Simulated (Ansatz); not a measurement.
ClH₅SiSn (`[SiH3][SnH2][Cl]`), relaxed with RKS PBE0-D4/def2-TZVP in Ansatz from a PBE-D4/def2-SVP geometry. The force threshold is 0.005 eV/Å; the program also tests the step.

Total charge 0; spin multiplicity 1. Sn takes the def2 core potential.

Start:

```xyz
8

Si   -0.332   -1.293   -0.305
Sn    0.196    1.120    0.451
Cl    1.434    2.109   -1.335
H    -1.116   -1.972    0.785
H     0.950   -2.039   -0.541
H    -1.148   -1.262   -1.566
H    -1.200    2.120    0.667
H     1.218    1.217    1.844
```

Question: By how much does the energy fall, and how many steps does the optimiser take? (Estimate.)

Answer: Computed: 0.03 eV, in 5 steps.

Question: Which bonds change most? (An estimate is asked.)

Answer: The calculation gave: Sn2–Cl3 from 2.388 to 2.346 Å; Sn2–H7 from 1.731 to 1.706 Å; Sn2–H8 from 1.730 to 1.706 Å; Si1–Sn2 from 2.583 to 2.561 Å.

Question: Give the relaxed structure. (An estimate is asked.)

Answer: Computed: 
```xyz
8

Si   -0.333   -1.286   -0.297
Sn    0.187    1.105    0.459
Cl    1.402    2.054   -1.310
H    -1.109   -1.985    0.761
H     0.944   -2.003   -0.536
H    -1.130   -1.232   -1.548
H    -1.173    2.117    0.654
H     1.213    1.230    1.816
```
